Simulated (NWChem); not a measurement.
System: CaH₂S₂; SMILES [Ca]([SH])[SH]

The following NWChem deck was run.

```
start job
memory heap 200 mb stack 900 mb global 1100 mb
geometry units angstroms noautoz
  Ca    -0.015073    -0.253046     0.690568
  S     -0.053432    -2.831484     0.514287
  H      0.474244    -2.874059    -0.731108
  S     -0.273754     2.241104     0.063345
  H     -1.483501     2.091671    -0.524404
end
basis spherical
  * library def2-svp
end
dft
  xc b3lyp
  iterations 150
  vectors input atomic output neutral.movecs
end
task dft energy
charge 1
dft
  odft
  mult 2
  vectors input atomic output cation.movecs
end
task dft energy
```

Parts of the log:

```
             Northwest Computational Chemistry Package (NWChem) 7.3.0
             --------------------------------------------------------

 C2  symmetry detected

                             Geometry "geometry" -> ""
                             -------------------------

 Output coordinates in angstroms (scale by  1.889725989 to convert to a.u.)

  No.       Tag          Charge          X              Y              Z
 ---- ---------------- ---------- -------------- -------------- --------------
    1 Ca                  20.0000     0.00000000     0.00000000     0.30738365
    2 S                   16.0000     2.54852382    -0.02803936    -0.12301032
    3 H                    1.0000     2.51403965     0.90171691    -1.10567136
    4 S                   16.0000    -2.54852382     0.02803936    -0.12301032
    5 H                    1.0000    -2.51403965    -0.90171691    -1.10567136

 Effective nuclear repulsion energy (a.u.)     180.4584532858

      Symmetry information
      --------------------

 Group name             C2
 Group number              4
 Group order               2
 No. of unique centers     3

                                 NWChem DFT Module
                                 -----------------

 Summary of "ao basis" -> "ao basis" (spherical)
 ------------------------------------------------------------------------------
       Tag                 Description            Shells   Functions and Types
 ---------------- ------------------------------  ------  ---------------------
 Ca                         def2-svp                10       24   5s3p2d
 S                          def2-svp                 8       18   4s3p1d
 H                          def2-svp                 3        5   2s1p

      Symmetry analysis of basis
      --------------------------

        a          37
        b          33

            General Information
            -------------------
          SCF calculation type: DFT
          Wavefunction type:  closed shell.
          No. of atoms     :     5
          No. of electrons :    54
           Alpha electrons :    27
            Beta electrons :    27
          Charge           :     0
          Spin multiplicity:     1
          Use of symmetry is: on ; symmetry adaption is: on
          Maximum number of iterations: 150
          AO basis - number of functions:    70
                     number of shells:    32
          Convergence on energy requested:  1.00D-06
          Convergence on density requested:  1.00D-05
          Convergence on gradient requested:  5.00D-04

              XC Information
              --------------
                         B3LYP Method XC Potential
                     Hartree-Fock (Exact) Exchange  0.200
                        Slater Exchange Functional  0.800 local
                    Becke 1988 Exchange Functional  0.720 non-local
              Lee-Yang-Parr Correlation Functional  0.810
                  VWN I RPA Correlation Functional  0.190 local

             Grid Information
             ----------------
          Grid used for XC integration:  medium
          Radial quadrature: Mura-Knowles
          Angular quadrature: Lebedev.
          Tag              B.-S. Rad. Rad. Pts. Rad. Cut. Ang. Pts.
          ---              ---------- --------- --------- ---------
          Ca                  1.80      112          11.0       590
          S                   1.00       88          12.0       590
          H                   0.35       45          13.0       434
          Grid pruning is: on
          Number of quadrature shells:   245
          Spatial weights used:  Erf1

      Superposition of Atomic Density Guess
      -------------------------------------

 Sum of atomic energies:       -1472.35389886

      Non-variational initial energy
      ------------------------------

 Total energy =   -1472.710959
 1-e energy   =   -2385.547382
 2-e energy   =     732.377969
 HOMO         =      -0.330026
 LUMO         =      -0.098331

      Symmetry analysis of molecular orbitals - initial
      -------------------------------------------------

  Numbering of irreducible representations:

     1 a           2 b

  Orbital symmetries:

     1 a           2 a           3 b           4 a           5 b
     6 a           7 b           8 a           9 b          10 a
    11 b          12 a          13 b          14 a          15 b
    16 a          17 b          18 a          19 b          20 a
    21 b          22 a          23 b          24 a          25 b
    26 a          27 b          28 a          29 b          30 a
    31 a          32 b          33 a          34 a          35 b
    36 b          37 a

   convergence    iter        energy       DeltaE   RMS-Dens  Diis-err
 ---------------- ----- ----------------- --------- --------- ---------
 d= 0,ls=0.0,diis     1  -1474.9181967039 -1.66D+03  2.10D-02  3.86D-01
 d= 0,ls=0.0,diis     2  -1474.9071029615  1.11D-02  1.34D-02  4.21D-01
 d= 0,ls=0.0,diis     3  -1474.9839078924 -7.68D-02  2.59D-03  1.86D-02
 d= 0,ls=0.0,diis     4  -1474.9875366426 -3.63D-03  4.32D-04  7.54D-04
 d= 0,ls=0.0,diis     5  -1474.9876740833 -1.37D-04  8.45D-05  1.90D-05
  Resetting Diis
 d= 0,ls=0.0,diis     6  -1474.9876781019 -4.02D-06  3.05D-05  1.99D-06
 d= 0,ls=0.0,diis     7  -1474.9876785141 -4.12D-07  6.13D-06  2.77D-08

         Total DFT energy =    -1474.987678514120
      One electron energy =    -2390.286201033609
           Coulomb energy =      823.230258889382
    Exchange-Corr. energy =      -88.390189655733
 Nuclear repulsion energy =      180.458453285840

 Numeric. integr. density =       53.999992951785

                  Occupations of the irreducible representations
                  ----------------------------------------------

[...]
```

Level: B3LYP/def2-SVP, vertical spin-unrestricted ions. The geometry was optimised at PBE0/def2-SVP.
